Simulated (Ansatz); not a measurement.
The same ligand exchange along the group F, Cl, Br.

Isolated molecules relaxed with PBE0-D4/def2-TZVP in Ansatz; ΔE leaves out vibrations. CBS: MP2 limit from def2 TZ/QZ plus the TZ coupled-cluster correction, frozen cores. This one scheme is used for every species. DFT in def2-TZVPP. For Br outer-core shells are correlated without core-valence functions, which leaves a few kJ/mol of doubt a bond. Scalar relativity is left out up to krypton. One conformer a species, not always the lowest.

```
                              reaction  CCSD/CBS(def2) (kcal/mol)  ωB97M-V (kcal/mol)
  `CCB(F)S` + CH₃OH → `COB(F)S` + `CC`                      -30.7               -30.8
`CCB(S)Cl` + CH₃OH → `COB(S)Cl` + `CC`                      -29.8               -30.4
`CCB(S)Br` + CH₃OH → `COB(S)Br` + `CC`                      -28.8               -29.6
```

Question: Give the CCSD(T)/CBS values in the same order. (Estimate.)

Answer: Computed: -30.4, -29.5, -28.6 kcal/mol.

Largest T1 diagnostic: 0.012, for `COB(F)S`.
